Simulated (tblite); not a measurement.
Compound: C₇H₇O (doublet state).
Bonds: C1–C2, C2–C3 (aromatic), C3–C4 (aromatic), C4–C5 (aromatic), C5–C6 (aromatic), C6–O7, C6–C8 (aromatic), C2–C8 (aromatic). Hydrogens: H9, H10, H11 on C1; H12 on C3; H13 on C4; H14 on C5; H15 on C8.
Bond orders are those of one Lewis drawing.

Computed with GFN2-xTB (tblite), gas phase: L-BFGS steps from a force-field or distance-geometry start until the largest atomic force falls under 0.01 eV/Å.

The end geometry, which sets the zero of energy:
```
atom  x, y, z in Å
C1      2.2254   -0.1125   -0.1020
C2      0.7300   -0.0267   -0.0443
C3     -0.0431   -1.1938   -0.1424
C4     -1.4377   -1.1446   -0.0763
C5     -2.0866    0.0453    0.0886
C6     -1.3456    1.2894    0.1999
O7     -1.9111    2.3797    0.3517
C8      0.0974    1.1783    0.1200
H9      2.5447   -0.9912   -0.6571
H10     2.6309   -0.1839    0.9075
H11     2.6449    0.7751   -0.5689
H12     0.4502   -2.1455   -0.2759
H13    -2.0006   -2.0637   -0.1597
H14    -3.1628    0.1044    0.1400
H15     0.6597    2.0976    0.1969
```

Question: These geometries come from the run, each turned onto the end geometry. Order them by energy, lowest first.
A.
```
atom  x, y, z in Å
C1      2.2237   -0.1078   -0.1014
C2      0.7196   -0.0409   -0.0645
C3     -0.0316   -1.2324   -0.1498
C4     -1.4255   -1.1397   -0.0868
C5     -2.0593    0.0494    0.0896
C6     -1.3546    1.3242    0.2030
O7     -1.9141    2.4000    0.3548
C8      0.0878    1.1610    0.1236
H9      2.5766   -0.9757   -0.6592
H10     2.6118   -0.1647    0.9219
H11     2.6198    0.7837   -0.5846
H12     0.4487   -2.1973   -0.2737
H13    -2.0231   -2.0493   -0.1468
H14    -3.1291    0.1143    0.1370
H15     0.6451    2.0832    0.2149
```
B.
```
atom  x, y, z in Å
C1      2.2212   -0.1059   -0.1065
C2      0.7287   -0.0406   -0.0511
C3     -0.0431   -1.2068   -0.1519
C4     -1.4365   -1.1441   -0.0757
C5     -2.0811    0.0496    0.0847
C6     -1.3377    1.2875    0.1997
O7     -1.9011    2.3792    0.3519
C8      0.1015    1.1682    0.1178
H9      2.5675   -0.9783   -0.6508
H10     2.6134   -0.1625    0.9061
H11     2.6256    0.7867   -0.5734
H12     0.4432   -2.1656   -0.2719
H13    -2.0153   -2.0506   -0.1515
H14    -3.1568    0.1077    0.1386
H15     0.6660    2.0835    0.2122
```
C.
```
atom  x, y, z in Å
C1      2.2226   -0.1072   -0.1023
C2      0.7223   -0.0430   -0.0623
C3     -0.0333   -1.2270   -0.1505
C4     -1.4273   -1.1451   -0.0854
C5     -2.0637    0.0525    0.0891
C6     -1.3484    1.3113    0.2018
O7     -1.9162    2.4043    0.3553
C8      0.0904    1.1647    0.1227
H9      2.5754   -0.9753   -0.6576
H10     2.6115   -0.1644    0.9190
H11     2.6203    0.7835   -0.5828
H12     0.4484   -2.1945   -0.2735
H13    -2.0209   -2.0469   -0.1473
H14    -3.1325    0.1131    0.1371
H15     0.6471    2.0821    0.2146
```
D.
```
atom  x, y, z in Å
C1      2.2270   -0.1086   -0.0978
C2      0.7175   -0.0581   -0.0708
C3     -0.0218   -1.2351   -0.1482
C4     -1.4176   -1.1503   -0.0913
C5     -2.0477    0.0811    0.0948
C6     -1.3480    1.2944    0.1979
O7     -1.9245    2.4212    0.3579
C8      0.0643    1.1710    0.1280
H9      2.5778   -0.9768   -0.6619
H10     2.6121   -0.1652    0.9252
H11     2.6197    0.7849   -0.5878
H12     0.4470   -2.1980   -0.2737
H13    -2.0262   -2.0534   -0.1463
H14    -3.1299    0.1141    0.1366
H15     0.6459    2.0867    0.2154
```

Answer: B (0.005 eV), C (0.034 eV), A (0.058 eV), D (0.166 eV).

In the order of the answer:

```json
{"step": "5", "E above end (eV)": "0.005", "largest force (eV/Å)": "0.13", "rms force component (eV/Å)": "0.048", "rms distance from end (Å)": "0.017", "rms bond change (Å)": "0.002", "bond most changed (Å)": "C1–C2 -0.004"}
{"step": "2", "E above end (eV)": "0.034", "largest force (eV/Å)": "0.44", "rms force component (eV/Å)": "0.124", "rms distance from end (Å)": "0.028", "rms bond change (Å)": "0.004", "bond most changed (Å)": "C3–H12 +0.008"}
{"step": "1", "E above end (eV)": "0.058", "largest force (eV/Å)": "1.52", "rms force component (eV/Å)": "0.310", "rms distance from end (Å)": "0.031", "rms bond change (Å)": "0.007", "bond most changed (Å)": "C6–O7 -0.016"}
{"step": "0", "E above end (eV)": "0.166", "largest force (eV/Å)": "2.39", "rms force component (eV/Å)": "0.669", "rms distance from end (Å)": "0.036", "rms bond change (Å)": "0.022", "bond most changed (Å)": "C5–C6 -0.048"}
```

What follows is the cost of the whole relaxation. Hardware: Arm Neoverse V1, one thread, no GPU, shared host with 32 logical CPUs at a one-minute load of 9.4. Cost: 0.13 s.
